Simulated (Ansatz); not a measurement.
Geometry optimisation, Ansatz 0.2.0, RKS PBE-D4/def2-SVP.

The input (input.yaml):

```yaml
crystal:
  periodic: [false, false, false]
  atoms:
    - { symbol: "N", position_ang: [0.2117, 0.6978, 1.4768] }
    - { symbol: Si, position_ang: [-0.4867, -0.4213, 0.4533] }
    - { symbol: "N", position_ang: [0.725, -0.632, -0.7007] }
    - { symbol: C, position_ang: [0.0817, -0.1005, -1.5933] }
    - { symbol: O, position_ang: [-1.1042, 0.2238, -0.9188] }
    - { symbol: H, position_ang: [0.885, 0.308, 2.0193] }
    - { symbol: H, position_ang: [0.6977, 1.399, 0.8801] }
    - { symbol: H, position_ang: [-1.0143, -1.6464, 0.9841] }
    - { symbol: H, position_ang: [0.0926, 0.1253, -2.6179] }
basis:
  gaussian: { orbitals: def2-SVP }
hamiltonian:
  xc: pbe
  dispersion: d4
relax:
  f_tol: 0.015
  max_steps: 40
output:
  orbitals: {}
```

Command:

```bash
$ ansatz run input.yaml --threads 1 --pin off --max-ram 2048MiB --backend cpu --events-out ev --progress --plain --runs-dir out
```

Task: Where does it end, and by what steps?

Result: The forces met the threshold. After 16 steps the energy has fallen by 2.086 eV; H6 moved furthest, 0.95 Å. The start is strongly strained (largest force component 9 eV/Å).

```
step  energy less start (eV)  largest force component (eV/Å)  accepted
   0                  0.0000                           8.538       yes
   1                 -1.5211                           2.625       yes
   2                 -1.9002                           0.999       yes
   3                 -1.9383                           1.244       yes
   4                 -2.0084                           0.509       yes
   5                 -1.9120                           1.366        no
   6                 -2.0459                           0.315       yes
   7                 -2.0594                           0.093       yes
   8                 -2.0699                           0.237       yes
   9                 -2.0743                           0.372       yes
  10                 -2.0797                           0.314       yes
  11                 -2.0837                           0.160       yes
  12                 -2.0853                           0.125       yes
  13                 -2.0853                           0.109       yes
  14                 -2.0852                           0.110        no
  15                 -2.0857                           0.039       yes
  16                 -2.0858                           0.008       yes
```

```xyz
9
Properties=species:S:1:pos:R:3
N 0.474 0.608 1.542
Si -0.121 -0.426 0.327
N 0.891 -0.707 -1.123
C -0.119 -0.181 -1.752
O -1.159 0.261 -0.978
H 0.117 0.609 2.497
H 1.074 1.409 1.338
H -0.833 -1.561 0.983
H -0.235 -0.060 -2.851
```

The run took 63 s on 1 thread of Arm Neoverse V1, with other jobs on the host, peak memory 0.15 GiB.
